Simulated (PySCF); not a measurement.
**Spinor energies of Pd¹⁴⁺ (palladium, charge +14)**

Start: [Ar] 3d10 4s2 4p2; 4p1/2 filled at m_j = -1/2, +1/2. Calculated with PySCF 2.14 in an even-tempered Gaussian basis (18 s from 0.66 bohr⁻², ratio 2.8; 14 p from 0.86 bohr⁻², ratio 2.8; 9 d from 1.5 bohr⁻², ratio 2.8; 4 f from 5.1 bohr⁻², ratio 3): generalised Hartree-Fock with the X2C-1e Hamiltonian and a Gaussian nucleus; spin-orbit coupling (SO) screened by Boettger's factors.

| spinor shell | electrons | ε, screened SO (eV) | weight of nominal j (screened SO) | rms radius, screened SO (bohr) |
| --- | --- | --- | --- | --- |
| 1s1/2 | 2 | -24811.0 | 1.000 | 0.0365 |
| 2s1/2 | 2 | -3989.6 | 1.000 | 0.150 |
| 2p1/2 | 2 | -3716.4 | 1.000 | 0.130 |
| 3s1/2 | 2 | -1014.4 | 1.000 | 0.402 |
| 3p1/2 | 2 | -905.80 | 1.000 | 0.395 |
| 3p3/2 | 4 | -874.14 | 1.000 | 0.407 |
| 3d3/2 | 4 | -683.83 | 1.000 | 0.381 |
| 3d5/2 | 6 | -677.39 | 1.000 | 0.384 |
| 4s1/2 | 2 | -377.52 | 1.000 | 0.899 |
| 4p1/2 | 2 | -341.05 | 1.000 | 0.936 |

Question: Where does 2p3/2 lie, and what is the 2p spin-orbit splitting (screened SO)?

Answer: At -3553.7 eV, 162.78 eV above 2p1/2.

```tsv
quantity	screened SO
E (hartree)	-4974.27504
M_J	0
⟨J²⟩	0.000
⟨L²⟩	1.340
⟨S²⟩	1.340
```

Breit and QED terms are absent; they matter most for the inner s and p1/2 levels.

Densities and radii are taken from the X2C orbitals without a picture-change correction, which distorts them close to the nucleus.
